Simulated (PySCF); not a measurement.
# Computed records: Al$_{2}$H$_{2}$O

Calculation on a computer-drawn molecule: optimised geometry and harmonic frequencies of an isolated molecule of the commonest isotopes, restricted reference for singlets and unrestricted otherwise, frozen core in MP2. Program: PySCF 2.14.0.

Entry: Al$_{2}$H$_{2}$O

Start structure:
```xyz
5
Al2H2O
O      2.8209     0.3641    -2.3689
Al     1.6238     1.1570    -1.6812
Al    -0.3970     2.4387    -0.6184
H     -0.2048     3.1625     0.7490
H     -1.7481     2.5314    -1.3089
```

* charge: 0
* multiplicity: 1
* method: HF
* basis: cc-pV(D+d)Z
* total energy: ?
* rotational constants: ?

Drawn bonds:
```
atom  other atom  order
   1           2      2
   2           3      1
   3           4      1
   3           5      1
```

Q: Al$_{2}$H$_{2}$O: total energy?
A: -559.8335 hartree

Q: Estimate the rotational constants of Al$_{2}$H$_{2}$O.
A: 132, 2.424, 2.38 GHz

Further results for Al$_{2}$H$_{2}$O:

* convergence status largest gradient component: 9.562e-06 hartree/bohr

Optimised structure:
```xyz
5
Al2H2O
O      2.8028     0.3787    -2.3481
Al     1.6022     1.1603    -1.6922
Al    -0.3845     2.4538    -0.6066
H     -0.1621     3.1604     0.7815
H     -1.7635     2.5005    -1.3629
```

Modes:
```
frequency (cm⁻¹)  reduced mass (dalton)
           146.9                  7.341
             148                  12.72
           324.8                  12.87
           427.7                  1.183
             576                  1.151
           822.1                  1.059
            1195                     19
            2013                  1.023
            2025                  1.061
```
